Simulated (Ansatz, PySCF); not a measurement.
This PySCF input computes a PBE0/def2-TZVPD energy:

```python
from pyscf import gto, scf, dft

mol = gto.M(
    atom='''
    F     1.00312475   -0.21259832    1.66046507
    C     0.82365139   -0.30798279    0.44756352
    C    -0.29770210    0.08564303   -0.33800353
    F    -0.23531034    1.15498915   -1.00873377
    F    -1.11844727   -0.79416432   -0.72477130
    ''',
    basis='def2-tzvpd',
    charge=1,
    spin=0,
    verbose=4,
)

mf = dft.RKS(mol, xc='pbe0').density_fit(auxbasis='def2-universal-jkfit')
mf.grids.level = 3
mf.conv_tol = 1e-9
mf.max_cycle = 100
mf.max_memory = 1500
mf.kernel()
if not mf.converged:
    mf = mf.newton()
    mf.kernel(mf.make_rdm1())
mf.analyze()
```

**Question.** Write an input for the same energy in Ansatz (a first-principles code) and say what it gives.

**Answer.** 
Ansatz 0.2 input:
```yaml
crystal:
  periodic: [false, false, false]
  atoms:
    - {symbol: F, position_ang: [1.00312475, -0.21259832, 1.66046507]}
    - {symbol: C, position_ang: [0.82365139, -0.30798279, 0.44756352]}
    - {symbol: C, position_ang: [-0.29770210, 0.08564303, -0.33800353]}
    - {symbol: F, position_ang: [-0.23531034, 1.15498915, -1.00873377]}
    - {symbol: F, position_ang: [-1.11844727, -0.79416432, -0.72477130]}
basis:
  gaussian:
    orbitals: def2-TZVPD
hamiltonian:
  xc: {name: PBE0}
total_charge: 1
output: {forces: true}
```
It gives -375.01756 Eh, and PySCF -375.01759 Eh, a difference of 0.03 mEh, from the treatment of integrals and grids.
